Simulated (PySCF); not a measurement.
TaOF₃, SMILES [O]=[Ta]([F])([F])[F], multiplicity 1. Heavy atoms are numbered as in [Ta:1](=[O:2])([F:3])([F:4])[F:5].

Coordinates come from a B3LYP-D3(BJ)/def2-SVP optimisation. The spin state was assumed, not searched. The isomer is the one that the SMILES or the coordinates give; other isomers of the formula were not compared. The def2 effective core potentials stand for the cores of Ta; spin–orbit coupling is left out.

Calculation: PySCF with PBE0/def2-TZVP.

ESP charges are fitted to the potential on shells at 1.4 to 2.0 van der Waals radii. Atomic charges (e), one atom of each kind:

```
atom  ESP fit  Mulliken
----  -------  --------
Ta1      1.64       [?]
O2      -0.57       [?]
F3      -0.36       [?]
```

Task: What belongs in the gaps? (Estimate from the structure and the level; the computed values follow.)

Result: 
- Ta1, Mulliken: 1.68
- O2, Mulliken: -0.50
- F3, Mulliken: -0.39
